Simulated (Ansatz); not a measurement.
Reaction (ligand exchange at the Hf–Br bond): `[Cl][Hf]([Cl])([Cl])[Br]` + H₂Se → `[Cl][Hf]([Cl])([Cl])[SeH]` + HBr

Program: Ansatz. Geometries: PBE0-D4/def2-TZVP. ΔE: electronic, gas phase. CBS: MP2 limit from def2 TZ/QZ plus the TZ coupled-cluster correction, frozen cores. Functionals use def2-TZVPP. HSE06 is defined as in plane-wave codes. def2 core potentials past Kr. For Br, Hf, Se outer-core shells are correlated without core-valence functions, which leaves a few kJ/mol of doubt a bond. Scalar relativity is left out up to krypton. One conformer a species, not always the lowest.

| level | ΔE (eV) |
| --- | --- |
| HSE06-D4 | 0.62 |
| ωB97M-V | 0.65 |
| SCS-MP2/def2-TZVPP | 0.63 |
| CCSD(T)/def2-TZVPP | 0.62 |

What does CCSD(T)/CBS give? (Best estimate.)

Computed: +0.62 eV. The listed levels differ from it by 0.00, 0.03, 0.01, 0.00 eV.

Largest T1 diagnostic among the species: 0.014.

Leaving LDA and LC-ωPBE aside and taking each functional with its dispersion term where it has one, the values, not all of them listed here, spread over 0.09 eV, from PBE-D4 to B97M-V. From BLYP to BHLYP (50 % exact exchange), in def2-TZVPP and without D4, ΔE moves by +0.05 eV. At CCSD(T), def2-SVP lies +0.03 eV from the extrapolated value and def2-TZVPP −0.01 eV.
